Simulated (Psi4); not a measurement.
C$_{5}$H$_{13}$N, singlet, at a GFN2-xTB geometry; R2SCAN/def2-SVP (Psi4).

Input for Psi4:
```
memory 2 GB

molecule {
0 1
C     2.29548644   -0.34098879    0.53655971
C     0.98522744   -0.58022647   -0.20524958
C    -0.12596959    0.40224401    0.18129571
C     0.19260383    1.82067104   -0.28398225
C    -1.47945025   -0.04064640   -0.41428567
N    -2.04422283   -1.26536037    0.11922141
H     2.13386742   -0.35659778    1.61271198
H     2.73044827    0.61784323    0.26784261
H     3.01456905   -1.11851969    0.28771246
H     0.65205944   -1.59875446    0.01330095
H     1.15856771   -0.51518122   -1.28218344
H    -0.22260147    0.40574027    1.27499572
H     1.10477029    2.18816880    0.17802291
H    -0.61658697    2.49754742   -0.01833588
H     0.31720125    1.84393787   -1.36462021
H    -1.37440364   -0.16889765   -1.49519324
H    -2.21606170    0.74955720   -0.24022054
H    -1.44283209   -2.05667647   -0.08226062
H    -2.13682480   -1.19696510    1.12765012
}

set {
  basis def2-svp
}

energy('r2scan')
print_variables()
```

Problem. Predict the main parts of the log of this Psi4 run.

Solution. 
```
   => Loading Basis Set <=

    Name: DEF2-SVP
    Role: ORBITAL
    Keyword: BASIS

         ---------------------------------------------------------
                                   SCF
               by Justin Turney, Rob Parrish, Andy Simmonett
                          and Daniel G. A. Smith
                              RKS Reference
         ---------------------------------------------------------

  ==> Geometry <==

    Molecular point group: c1
    Full point group: C1

    Geometry (in Angstrom), charge = 0, multiplicity = 1:

       Center              X                  Y                   Z               Mass
    ------------   -----------------  -----------------  -----------------  -----------------
         C            2.330894153336    -0.326236582184     0.539738288243    12.000000000000
         C            1.020635153336    -0.565474262184    -0.202071001757    12.000000000000
         C           -0.090561876664     0.416996217816     0.184474288243    12.000000000000
         C            0.228011543336     1.835423247816    -0.280803671757    12.000000000000
         C           -1.444042536664    -0.025894192184    -0.411107091757    12.000000000000
         N           -2.008815116664    -1.250608162184     0.122399988243    14.003074004430
         H            2.169275133336    -0.341845572184     1.615890558243     1.007825032230
         H            2.765855983336     0.632595437816     0.271021188243     1.007825032230
         H            3.049976763336    -1.103767482184     0.290891038243     1.007825032230
         H            0.687467153336    -1.584002252184     0.016479528243     1.007825032230
         H            1.193975423336    -0.500429012184    -1.279004861757     1.007825032230
         H           -0.187193756664     0.420492477816     1.278174298243     1.007825032230
         H            1.140178003336     2.202921007816     0.181201488243     1.007825032230
         H           -0.581179256664     2.512299627816    -0.015157301757     1.007825032230
         H            0.352608963336     1.858690077816    -1.361441631757     1.007825032230
         H           -1.338995926664    -0.154145442184    -1.492014661757     1.007825032230
         H           -2.180653986664     0.764309407816    -0.237041961757     1.007825032230
         H           -1.407424376664    -2.041924262184    -0.079082041757     1.007825032230
[...]
   @DF-RKS iter   5:  -252.76036172085327   -2.04192e-03   6.90018e-05 DIIS
   @DF-RKS iter   6:  -252.76040903187172   -4.73110e-05   1.97365e-05 DIIS
   @DF-RKS iter   7:  -252.76041251613921   -3.48427e-06   9.87482e-06 DIIS
   @DF-RKS iter   8:  -252.76041344290360   -9.26764e-07   1.69371e-06 DIIS
   @DF-RKS iter   9:  -252.76041347484050   -3.19369e-08   3.92785e-07 DIIS
  Energy and wave function converged.

  ==> Post-Iterations <==

   Electrons on quadrature grid:
      Ntotal   =   50.0000463369 ; deviation = 4.634e-05

    Orbital Energies [Eh]
    ---------------------

    Doubly Occupied:

[...]
      25A     -0.193045

    Virtual:

[...]
     149A      3.474272

    Final Occupation by Irrep:
              A
    DOCC [    25 ]
    NA   [    25 ]
    NB   [    25 ]

  @DF-RKS Final Energy:  -252.76041347484050

   => Energetics <=

    Nuclear Repulsion Energy =            259.3555685638218051
    One-Electron Energy =                -853.1328494666729512
    Two-Electron Energy =                 379.7840900453451241
    DFT Exchange-Correlation Energy =     -38.7672226173345393
    Empirical Dispersion Energy =           0.0000000000000000
    VV10 Nonlocal Energy =                  0.0000000000000000
    Total Energy =                       -252.7604134748405045

Computation Completed

Properties will be evaluated at   0.000000,   0.000000,   0.000000 [a0]

Properties computed using the SCF density matrix

 Multipole Moments:

 ------------------------------------------------------------------------------------
     Multipole            Electronic (a.u.)      Nuclear  (a.u.)        Total (a.u.)
 ------------------------------------------------------------------------------------

 L = 1.  Multiply by 2.5417464519 to convert [e a0] to [Debye]
 Dipole X            :         -2.9144958            3.3455444            0.4310485
 Dipole Y            :         -1.3753682            1.3938819            0.0185138
 Dipole Z            :         -0.0514408            0.3003325            0.2488917
 Magnitude           :                                                    0.4980890

 ------------------------------------------------------------------------------------

  Variable Map:
  ----------------------------------------------------------------------------
[...]
  Array Variable Map:
  ----------------------------------------------------------------------------
[...]
[...]
```
